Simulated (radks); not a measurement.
Values are calculated unless marked as measured or tabulated.
Ru2+, 42 electrons, occupied as [Kr] 4d5.5 5p0.5 (fractional occupations, a model configuration). Level of theory: Dirac Kohn-Sham, PBE, spin-unpolarised, spherical densities, finite nucleus; open shells fill j = l - 1/2 first; Fermi nuclear charge, rms radius 4.4809 fm (a radial shooting solver on a logarithmic mesh with Libxc functionals).

Radial electron density D(r) = 4 pi r^2 rho(r):

```
   r/bohr * D(r) (the largest magnitude, 67.7, reaches the edge; | marks zero)
 0.002732 |    *
 0.003644 |      *
  0.00486 |          *
 0.006482 |                *
 0.008715 |                        *
  0.01162 |                                *
   0.0155 |                                        *
  0.02068 |                                            *
  0.02758 |                                            *
  0.03708 |                                        *
  0.04945 |                                      *
  0.06596 |                                            *
  0.08797 |                                                     *
   0.1183 |                                                      *
   0.1578 |                                          *
   0.2104 |                                   *
   0.2806 |                                          *
   0.3743 |                                        *
   0.5032 |                      *
   0.6712 |           *
   0.8952 |          *
    1.194 |         *
    1.605 |    *
    2.141 | *
    2.856 |*
    3.809 *
     5.08 *
     6.83 *
    9.109 *
```

D(r) has 4 maxima, at r = 0.0235, 0.104, 0.319, 0.939 bohr, and minima at 0.0471, 0.205, 0.751 bohr, inside which lie 2.05, 11.10, 29.14 electrons.
